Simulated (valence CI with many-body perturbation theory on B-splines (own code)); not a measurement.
The numbers below are computed, except where a source is named.
Energy levels of Sr²³⁺

Method: configuration interaction combined with many-body perturbation theory (CI+MBPT): five valence electrons over a frozen Dirac-Fock core [Ne], radial functions for each j: 9 s, 9 p, 8 d, 6 f, 3 g, 1 h, with the one-electron correlation potential Σ1, the two-electron term Σ2, the three-electron term Σ3, Breit, model QED; selected CI, second order for the rest, scaled by the run's own slope (own B-spline code, finite nucleus).

No measured levels were compared; by estimate levels of excited configurations hold to 0.05 to 0.15 % of their energy, terms of the ground configuration to about 0.5 %. Among the levels kept, up to 1700 cm⁻¹ of a level comes from second order outside the variational space, and about a tenth of that is noise between levels of different J, which matters for small intervals.

Levels 1 to 34 of 34, with energies above the lowest level, 3s2 3p3 4S°_3/2. "Leading %" is the weight of the configuration and term that name the level; weights of strongly mixed levels are sums over their largest components and can fall short, so below about 35 % the name and the second component can differ from the true leading terms, or belong to a minority configuration. In the jj column 3d3/2^4 stands for four electrons in 3d with j = 3/2.

| No. | Configuration | Term | J | E (cm⁻¹) | Leading % | Second component | Leading jj |
| --- | --- | --- | --- | --- | --- | --- | --- |
| 1 | 3s2 3p3 | 4S° | 3/2 | 0 | 59 | 26 % 3s2 3p3 2P° | 3s^2 3p1/2^2 3p3/2 (83 %) |
| 2 | 3s2 3p3 | 2D° | 3/2 | 97296 | 59 | 30 % 3s2 3p3 4S° | 3s^2 3p1/2 3p3/2^2 (84 %) |
| 3 | 3s2 3p3 | 2D° | 5/2 | 131660 | 98 |  | 3s^2 3p1/2 3p3/2^2 (98 %) |
| 4 | 3s2 3p3 | 2P° | 1/2 | 181490 | 97 |  | 3s^2 3p1/2 3p3/2^2 (97 %) |
| 5 | 3s2 3p3 | 2P° | 3/2 | 269350 | 62 | 26 % 3s2 3p3 2D° | 3s^2 3p3/2^3 (93 %) |
| 6 | 3s 3p4 | 4P | 5/2 | 576150 | 80 | 8 % 3s 3p4 2D | 3s 3p1/2^2 3p3/2^2 (81 %) |
| 7 | 3s 3p4 | 4P | 3/2 | 640000 | 69 | 10 % 3s 3p4 2D | 3s 3p1/2 3p3/2^3 (45 %) |
| 8 | 3s 3p4 | 4P | 1/2 | 654060 | 71 | 16 % 3s 3p4 2S | 3s 3p1/2^2 3p3/2^2 (54 %) |
| 9 | 3s 3p4 | 2D | 3/2 | 717050 | 39 | 18 % 3s 3p4 4P | 3s 3p1/2 3p3/2^3 (46 %) |
| 10 | 3s 3p4 | 2D | 5/2 | 753270 | 65 | 20 % 3s2 3p2 3d 2D | 3s 3p1/2 3p3/2^3 (70 %) |
| 11 | 3s2 3p2 3d | 4F | 3/2 | 781810 | 48 | 18 % 3s 3p4 2D | 3s^2 3p1/2^2 3d3/2 (61 %) |
| 12 | 3s2 3p2 3d | 2P | 3/2 | 810040 | 35 | 24 % 3s 3p4 2P | 3s^2 3p1/2 3p3/2 3d3/2 (48 %) |
| 13 | 3s2 3p2 3d | 4F | 5/2 | 811450 | 52 | 26 % 3s2 3p2 3d 4D | 3s^2 3p1/2^2 3d5/2 (61 %) |
| 14 | 3s 3p4 | 2P | 1/2 | 815190 | 26 | 25 % 3s2 3p2 3d 2P | 3s^2 3p1/2 3p3/2 3d3/2 (31 %) |
| 15 | 3s2 3p2 3d | 2F | 5/2 | 851500 | 65 | 25 % 3s2 3p2 3d 4F | 3s^2 3p1/2 3p3/2 3d3/2 (84 %) |
| 16 | 3s2 3p2 3d | 4F | 7/2 | 867060 | 82 | 7 % 3s2 3p2 3d 4D | 3s^2 3p1/2 3p3/2 3d5/2 (60 %) |
| 17 | 3s2 3p2 3d | 4D | 1/2 | 873330 | 70 | 15 % 3s 3p4 2S | 3s^2 3p1/2 3p3/2 3d3/2 (61 %) |
| 18 | 3s2 3p2 3d | 2F | 7/2 | 879440 | 50 | 42 % 3s2 3p2 3d 4D | 3s^2 3p1/2 3p3/2 3d5/2 (57 %) |
| 19 | 3s2 3p2 3d | 4D | 3/2 | 890380 | 68 | 11 % 3s2 3p2 3d 4F | 3s^2 3p1/2 3p3/2 3d3/2 (40 %) |
| 20 | 3s2 3p2 3d | 4F | 9/2 | 903560 | 73 | 26 % 3s2 3p2 3d 2G | 3s^2 3p1/2 3p3/2 3d5/2 (82 %) |
| 21 | 3s2 3p2 3d | 4D | 5/2 | 916810 | 46 | 25 % 3s2 3p2 3d 2F | 3s^2 3p1/2 3p3/2 3d5/2 (65 %) |
| 22 | 3s2 3p2 3d | 2P | 1/2 | 935240 | 30 | 28 % 3s 3p4 2S | 3s^2 3p3/2^2 3d5/2 (45 %) |
| 23 | 3s2 3p2 3d | 2G | 7/2 | 970380 | 54 | 22 % 3s2 3p2 3d 4D | 3s^2 3p1/2 3p3/2 3d5/2 (34 %) |
| 24 | 3s 3p4 | 2P | 3/2 | 977100 | 41 | 20 % 3s2 3p2 3d 2P | 3s^2 3p1/2 3p3/2 3d5/2 (28 %) |
| 25 | 3s2 3p2 3d | 4P | 5/2 | 986910 | 62 | 11 % 3s2 3p2 3d 4D | 3s^2 3p1/2 3p3/2 3d5/2 (39 %) |
| 26 | 3s2 3p2 3d | 4P | 3/2 | 1002500 | 50 | 27 % 3s2 3p2 3d 2P | 3s^2 3p1/2 3p3/2 3d3/2 (42 %) |
| 27 | 3s2 3p2 3d | 2F | 7/2 | 1008300 | 45 | 27 % 3s2 3p2 3d 4D | 3s^2 3p3/2^2 3d5/2 (83 %) |
| 28 | 3s2 3p2 3d | 4P | 1/2 | 1008400 | 53 | 17 % 3s2 3p2 3d 2S | 3s^2 3p1/2 3p3/2 3d3/2 (76 %) |
| 29 | 3s2 3p2 3d | 2D | 3/2 | 1031200 | 70 | 12 % 3s2 3p2 3d 4P | 3s^2 3p1/2 3p3/2 3d5/2 (50 %) |
| 30 | 3s2 3p2 3d | 2G | 9/2 | 1032500 | 72 | 25 % 3s2 3p2 3d 4F | 3s^2 3p3/2^2 3d5/2 (82 %) |
| 31 | 3s2 3p2 3d | 2D | 5/2 | 1061500 | 64 | 28 % 3s2 3p2 3d 2F | 3s^2 3p1/2 3p3/2 3d5/2 (41 %) |
| 32 | 3s 3p4 | 2P | 1/2 | 1072500 | 36 | 34 % 3s2 3p2 3d 2P | 3s^2 3p3/2^2 3d3/2 (46 %) |
| 33 | 3s2 3p2 3d | 2P | 1/2 | 1094800 | 74 | 14 % 3s2 3p2 3d 2S | 3s^2 3p1/2 3p3/2 3d5/2 (70 %) |
| 34 | 3s2 3p2 3d | 2D | 3/2 | 1101200 | 54 | 14 % 3s 3p4 2D | 3s^2 3p3/2^2 3d3/2 (60 %) |

Names give the largest LS component (configuration and term), which can be under half, so a name can repeat, a term be missing and a line seem to break the LS rules; names also repeat where a configuration has a term twice.

The ionisation energy to 3s2 3p2 3P_0 of the next ion comes out as 1095.6 eV (NIST: 1105 ± 4 eV (semi-empirical), further off than twice its uncertainty). All 34 levels together are meant to be complete up to 1103800 cm⁻¹.
